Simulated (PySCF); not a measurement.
**How methods differ on the ionisation energy of Ca**

Ca [Ar] 4s2 (1S) → Ca⁺ [Ar] 4s1 (2S), as a difference of total energies. All numbers are calculated (PySCF 2.14, scalar relativity by spin-free X2C-1e, in x2c-QZVPPall). Correlated levels: valence: [Ar] frozen. The calculations carry no spin-orbit coupling.

```tsv
method	ionisation energy (eV)
UHF	5.136
MP2 (valence)	5.682
SCS-MP2 (valence)	5.791
CCSD (valence)	5.916
```

Problem. How much does correlation contribute at MP2 (valence)?

Solution. 5.682 − (5.136) = 0.546 eV, measured against UHF.

Errors of the correlated levels include the incompleteness of this basis and the frozen core.

With two correlated electrons CCSD is exact in that space.

For comparison: 6.113 eV (measured; NIST Atomic Spectra Database, ionization energies).
